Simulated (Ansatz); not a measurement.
Computed with CAM-B3LYP-D3(BJ)/def2-TZVP run with Ansatz (an electronic-structure program). No frequencies were computed at this level.

Ansatz 0.2 input:
```yaml
crystal:
  periodic: [false, false, false]
  atoms:
    - { symbol: O, position_ang: [1.23542, -0.382009, -0.024503] }
    - { symbol: B, position_ang: [-0.098874, -0.123708, -0.005867] }
    - { symbol: B, position_ang: [-1.588738, -0.635961, -0.026847] }
    - { symbol: B, position_ang: [-1.38476, 0.784507, 0.046381] }
    - { symbol: H, position_ang: [1.836951, 0.35717, 0.010837] }
basis:
  gaussian: { orbitals: def2-tzvp }
hamiltonian:
  xc: cam_b3lyp
  dispersion: d3bj
relax:
  max_steps: 150
```

Output:

```
Functional definition: CAM-B3LYP
702 factors; their error is unknown
258 factors; integrals over basis functions are off by at most 3.4e-6 eV
mean field evaluation 1: about -4081.5561 eV, gradient 5.0e1 eV
mean field evaluation 2: about -4080.2711 eV, gradient 5.9e1 eV
mean field evaluation 4: about -4086.2963 eV, gradient 2.0e0 eV
mean field evaluation 8: about -4086.3119 eV, gradient 1.4e-1 eV
mean field evaluation 16: about -4086.3169 eV, gradient 1.5e-4 eV
mean field -4086.31685806 eV, -150.1693747285 hartree, gradient 7.3e-5 eV, S^2 0.000000; 0 other end points of the search recorded, 0 dependent functions left out
reference -4086.31696129 eV, -150.1693785223 hartree; 12, 12 occupied and 118, 118 virtual orbitals, 702 factors
relax step   1: F+E_penalty+E_count = -4086.38449209 eV  Δ(F+E_penalty+E_count) = +0.000e0 eV  max|allowed force component| = 2.440e0 eV/Å  Δτ_max = 0.0000 Å  (34 SCF iters, accepted)
these checks for a lower state are left out or cut short: starts, cluster_reference, orbital_swaps, neighbouring_geometries, increment
702 factors; their error is unknown
258 factors; integrals over basis functions are off by at most 3.6e-6 eV
mean field -4086.37251524 eV, -150.1714200921 hartree, gradient 1.7e-5 eV, S^2 0.000000; 0 other end points of the search recorded, 0 dependent functions left out
reference -4086.37261845 eV, -150.1714238852 hartree; 12, 12 occupied and 118, 118 virtual orbitals, 702 factors
relax step   2: F+E_penalty+E_count = -4086.44010678 eV  Δ(F+E_penalty+E_count) = -5.561e-2 eV  max|allowed force component| = 1.216e0 eV/Å  Δτ_max = 0.0144 Å  (43 SCF iters, accepted)
these checks for a lower state are left out or cut short: starts, cluster_reference, orbital_swaps, neighbouring_geometries, increment
702 factors; their error is unknown
258 factors; integrals over basis functions are off by at most 3.9e-6 eV
mean field evaluation 32: about -4086.3905 eV, gradient 1.8e-5 eV
mean field -4086.39051340 eV, -150.1720815126 hartree, gradient 1.8e-5 eV, S^2 0.000000; 0 other end points of the search recorded, 0 dependent functions left out
reference -4086.39061654 eV, -150.1720853027 hartree; 12, 12 occupied and 118, 118 virtual orbitals, 702 factors
relax step   3: F+E_penalty+E_count = -4086.45805536 eV  Δ(F+E_penalty+E_count) = -1.795e-2 eV  max|allowed force component| = 6.933e-2 eV/Å  Δτ_max = 0.0153 Å  (43 SCF iters, accepted)
these checks for a lower state are left out or cut short: starts, cluster_reference, orbital_swaps, neighbouring_geometries, increment
702 factors; their error is unknown
258 factors; integrals over basis functions are off by at most 3.9e-6 eV
mean field -4086.39062331 eV, -150.1720855516 hartree, gradient 1.7e-5 eV, S^2 0.000000; 0 other end points of the search recorded, 0 dependent functions left out
reference -4086.39072645 eV, -150.1720893420 hartree; 12, 12 occupied and 118, 118 virtual orbitals, 702 factors
relax step   4: F+E_penalty+E_count = -4086.45815608 eV  Δ(F+E_penalty+E_count) = -1.007e-4 eV  max|allowed force component| = 2.067e-2 eV/Å  Δτ_max = 0.0013 Å  (46 SCF iters, accepted)
these checks for a lower state are left out or cut short: starts, cluster_reference, orbital_swaps, neighbouring_geometries, increment
702 factors; their error is unknown
258 factors; integrals over basis functions are off by at most 3.9e-6 eV
mean field -4086.39065113 eV, -150.1720865739 hartree, gradient 1.7e-5 eV, S^2 0.000000; 0 other end points of the search recorded, 0 dependent functions left out
reference -4086.39075427 eV, -150.1720903643 hartree; 12, 12 occupied and 118, 118 virtual orbitals, 702 factors
relax step   5: F+E_penalty+E_count = -4086.45818016 eV  Δ(F+E_penalty+E_count) = -2.408e-5 eV  max|allowed force component| = 6.150e-3 eV/Å  Δτ_max = 0.0009 Å  (46 SCF iters, accepted)
702 factors; their error is unknown
258 factors; integrals over basis functions are off by at most 3.9e-6 eV
mean field evaluation 64: about -4086.3907 eV, gradient 4.1e-3 eV
mean field -4086.39065113 eV, -150.1720865739 hartree, gradient 6.3e-5 eV, S^2 0.000000; 1 other end points of the search recorded, 0 dependent functions left out
reference -4086.39075427 eV, -150.1720903643 hartree; 12, 12 occupied and 118, 118 virtual orbitals, 702 factors
Total energy: -4086.45828330 eV, -150.1745720105 hartree
Atom 0 at     1.238655    -0.385849    -0.024640 Å, force    -0.004523     0.006150     0.000395 eV/Å
Atom 1 at    -0.070546    -0.133626    -0.006515 Å, force     0.002331    -0.004106    -0.000269 eV/Å
Atom 2 at    -1.611335    -0.650241    -0.027531 Å, force     0.001057    -0.000315    -0.000031 eV/Å
Atom 3 at    -1.394242     0.805579     0.047543 Å, force    -0.000543     0.001336     0.000100 eV/Å
Atom 4 at     1.837467     0.364136     0.011143 Å, force     0.001678    -0.003066    -0.000196 eV/Å
Dipole moment:     0.353565     0.237324     0.010646 e Å
```

Cost: roughly 24 core-seconds.
